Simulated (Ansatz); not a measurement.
Which method gave which barrier?

Saddle point of Si₂H₇OF₃, closed shell (Si₂H₄F₂ ([F][SiH]([F])[SiH3]) + H₂O + HF → SiH₂OF₂ ([OH][SiH]([F])[F]) + SiH₄ + HF; bonds formed: Si1–O7, Si2–H8, H6–F9; bonds broken: Si1–Si2, H6–O7, H8–F9), PBE0-D4/def2-TZVP structure:

| atom | x (Å) | y (Å) | z (Å) |
| --- | --- | --- | --- |
| Si1 | -1.1660 | 0.2038 | -0.2092 |
| Si2 | 1.1242 | -0.9203 | -0.7990 |
| F3 | -1.4856 | -1.0077 | -1.2509 |
| F4 | -1.3681 | 1.4047 | -1.2456 |
| H5 | -2.1825 | -0.1048 | 0.8016 |
| H6 | 0.1109 | 0.8059 | 1.6624 |
| O7 | -0.4390 | 1.4582 | 0.9906 |
| H8 | 0.3933 | -0.5765 | 0.7475 |
| F9 | 0.5777 | -0.3352 | 2.0070 |
| H10 | 0.9402 | -2.3651 | -1.0374 |
| H11 | 0.9256 | -0.1118 | -2.0289 |
| H12 | 2.4688 | -0.6113 | -0.2499 |
| H13 | 0.1003 | 2.1600 | 0.6120 |

Program: Ansatz 0.2.0. Basis: def2-TZVPP, with def2-QZVPP for the basis limit. Cores are frozen in the correlated methods. Extrapolation: Hartree–Fock as exp(−7.88 √X), correlation as X^−2.97. Four methods, as single points on the PBE0-D4 structures, gave these electronic barriers from the start structure: 64.2, 145.2, 162.2, 263.3 kJ/mol.

(1) The methods were, in alphabetical order, HF, MP2, PBE0-D4, SPW92. Which gave which? (A judgement: the text doesn't fix the answer.)

No T1 diagnostic of these runs exceeds 0.014.

## Answers

(1) By the calculation: SPW92 64.2; PBE0-D4 145.2; MP2 162.2; HF 263.3 kJ/mol. For comparison, CCSD(T) at an estimated basis limit (MP2 extrapolated from triple and quadruple zeta, plus CCSD(T) − MP2 in triple zeta) gives 169.5 kJ/mol.

Labels in which every atom is bracketed show which atoms are joined, not bond orders.

For scale, one of the runs: CCSD(T)/def2-TZVPP, 306 basis functions, launched by `ansatz run in.yaml --threads 4 --pin off --events-out ev --progress --plain --max-ram 46080MiB --backend cuda --devices 0, --max-vram 37GiB`. The run took 9.5 s on 4 CPU threads of an AMD EPYC 7R13 and a share of one NVIDIA H100 (shared host), with 0.86 GiB of host memory at its peak.
